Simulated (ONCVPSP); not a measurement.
## Which change was made? (Zn, ONCV)

- Element: zinc (Zn)
- Generator: ONCVPSP 4.0.1
- Type: optimised norm-conserving Vanderbilt (ONCV)
- Functional: PBEsol
- Relativity: fully relativistic
- Frozen core: [Ne]
- Valence charge: 20
- Reference configuration: 3s2 3p6 3d10 4s1 4p1
- Partial waves: 3s+4s: rc 1.20 bohr, ncon 3, nbas 6, qcut 8.7 1/bohr, 3 projectors, debl 0.5 Ha; 3p+4p: rc 1.30 bohr, ncon 3, nbas 6, qcut 12.3 1/bohr, 2 projectors; 3d: rc 0.70 bohr, ncon 4, nbas 8, qcut 14.6 1/bohr, 1 projector
- Local potential: polynomial inside 0.55 bohr (lpopt 5, dvloc0 -1 Ha)
- Core correction: Teter function fitted to the true core (icmod 2), fcfact 0.15

Open shells are filled in proportion to 2j + 1.

Cutoffs, loose and tight: the cutoffs (Ha) at which the residual kinetic energy of the hardest occupied pseudo-wave falls to 1 and 0.1 mHa per electron. They do not see the model core or the augmentation charge, which bear on the density cutoff. Test errors are all-electron minus pseudo excitation energies from the reference, over the configurations 3s2 3p6 3d10 4s2 4p0; 3s2 3p6 3d10 4s1 4p0; 3s2 3p6 3d10 4s0 4p0; 3s2 3p6 3d9 4s2 4p0; variants that change the core or the reference have their own tests.

The base gives: outcome: generated; cutoff, loose: 431 Ha; cutoff, tight: 506 Ha; bound ghosts: none; GHOST(+) flags above zero: s, p3/2, p1/2; largest test error (meV): +6.8.

Problem. After one change the result is: outcome: generated; cutoff, loose: 431 Ha; cutoff, tight: 506 Ha; bound ghosts: s; GHOST(+) flags above zero: s, p3/2, p1/2; largest test error (meV): +6.2. Which change was it?
A. s: rc 1.04
B. reference 3s2 3p6 3d10 4s2; wave 3p+4p: rc 1.30 bohr, ncon 3, nbas 6, qcut 12.3 1/bohr, 2 projectors becomes 3p: rc 1.30 bohr, ncon 3, nbas 6, qcut 12.3 1/bohr, 2 projectors, debl 0.6 Ha
C. scalar-relativistic

Solution. A. The others give: scalar-relativistic → outcome: generated; cutoff, loose: 430 Ha; cutoff, tight: 505 Ha; bound ghosts: p; GHOST(+) flags above zero: s; largest test error (meV): +5.5 | reference 3s2 3p6 3d10 4s2; wave 3p+4p: rc 1.30 bohr, ncon 3, nbas 6, qcut 12.3 1/bohr, 2 projectors becomes 3p: rc 1.30 bohr, ncon 3, nbas 6, qcut 12.3 1/bohr, 2 projectors, debl 0.6 Ha → outcome: generated, projector energies reset by the program; cutoff, loose: 430 Ha; cutoff, tight: 506 Ha; bound ghosts: none; GHOST(+) flags above zero: s, p3/2, p1/2; largest test error (meV): +3.1.
